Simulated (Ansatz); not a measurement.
System: FeBr, net charge 0, sextet state. The spin state was set by rule; other spins were not relaxed. 
Geometry from a B3LYP-D3(BJ)/def2-TZVP (Ansatz, a first-principles code) optimisation:
SMILES: [Fe][Br]
```xyz
2

Fe     0.0000     0.0000    -1.3507
Br     0.0000     0.0000     1.0034
```
Charge 0, spin multiplicity 6.

Computed values are from Ansatz. Cores are frozen in the correlated levels unless marked. UHF or UKS for open shells. Spin-orbit coupling is left out. Frozen are the shells of the preceding noble gas and the d and f shells that filled before the atom's block. Non-relativistic. CBS(X,Y): correlation extrapolated as X^-3; Hartree-Fock from the larger set. The bracket is a focal-point correction in the basis named.

Task: What is the total energy at CCSD(T)/CBS(def2-TZVPPD,def2-QZVPPD)?

Result: -3835.4200 Eh.

Task: What is the vertical ionisation energy (to the quintet) at RI-MP2/CBS(def2-TZVPPD,def2-QZVPPD)+[CCSD(T)-MP2]/def2-TZVPPD?

Result: 7.92 eV.

Task: What is the atomisation energy De at CCSD(T)/CBS(def2-TZVPPD,def2-QZVPPD)?

Result: 304.2 kJ/mol.

Task: What is the dipole moment at CCSD(T)/def2-SVPD?

Result: 2.74 D.

Task: What is the T1 diagnostic at CCSD/def2-QZVPPD?

Result: 0.023.
